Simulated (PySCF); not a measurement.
# Removing an electron from `Cc1cc(C)pc(C=O)c1`

Compound: C8H9OP.
Structure used (PBE0-D3(BJ)/def2-SVP), in Å, numbered top down from 1:
```
atom  x, y, z in Å
C1    -0.060    2.626    0.081
C2     0.058    1.129    0.062
C3    -1.087    0.336   -0.063
C4    -1.115   -1.061   -0.123
C5    -2.443   -1.751   -0.284
P6     0.306   -2.070   -0.034
C7     1.546   -0.841    0.114
C8     2.951   -1.304    0.224
O9     3.306   -2.454    0.212
C10    1.320    0.531    0.147
H11    0.113    3.045   -0.925
H12    0.682    3.081    0.753
H13   -1.060    2.950    0.403
H14   -2.050    0.859   -0.115
H15   -2.813   -1.645   -1.318
H16   -2.375   -2.827   -0.069
H17   -3.204   -1.315    0.382
H18    3.697   -0.471    0.322
H19    2.194    1.187    0.252
```

Level: PBE0/def2-SVPD (PySCF). Frontier orbitals with their largest atomic shares (Löwdin; up to four atoms above 4 %):

```
orbital  ε (eV)                           main atoms
 HOMO−3   -7.97   P6 50 %, C4 11 %, O9 10 %, C7 10 %
 HOMO−2   -7.85  C3 21 %, C7 19 %, C4 15 %, C10 14 %
 HOMO−1   -7.44   O9 51 %, C8 13 %, P6 13 %, C7 10 %
   HOMO   -7.07                                    ?
   LUMO   -2.34   P6 22 %, C8 14 %, C7 14 %, O9 14 %
 LUMO+1   -1.34  C4 22 %, C10 17 %, P6 15 %, C2 12 %
 LUMO+2    0.44    C8 27 %, O9 17 %, C7 12 %, C2 8 %
```

Question: What vertical ionisation energy does ΔSCF give, and how far is −ε(HOMO) from it?

Answer: ΔSCF: 8.72 eV (841 kJ/mol; threshold wavelength 142 nm); ⟨S²⟩ of the doublet left behind is 0.765, against 0.75 for a pure doublet. −ε(HOMO) is 7.07 eV, 1.65 eV below it. For the exact functional −ε(HOMO) would equal the first vertical ionisation energy; PBE0 (global hybrid, 25 % exact exchange) falls short of its own ΔSCF value by 19 %.

Question: On which atoms does the HOMO lie?

Answer: P6 (phosphorus bonded to 2 C) 29 %, C2 (substituted aromatic carbon) 16 %, C4 (substituted aromatic carbon) 16 %, C7 (substituted aromatic carbon) 10 %, so no atom holds as much as 40 %. The HOMO−1 lies 0.37 eV lower.

Question: And the vertical electron affinity, the fundamental gap, Mulliken's electronegativity and the hardness (with the factor ½)?

Answer: EA = 0.75 eV by ΔSCF (−ε(LUMO) = 2.34 eV). IE − EA = 7.97 eV against an orbital gap of 4.73 eV; (IE + EA)/2 = 4.74 eV; (IE − EA)/2 = 3.99 eV.

Question: How many of the 10 lowest singlet excitations (vertical TDDFT, same level) lie below the ionisation energy?

Answer: All 10; they run from 3.44 to 6.25 eV.

Question: What kinetic energy would electrons from this vertical process carry with He II light (40.814 eV)?

Answer: 40.81 − 8.72 = 32.09 eV.

Geometry: PBE0-D3(BJ)/def2-SVP, one conformer, isolated molecule.
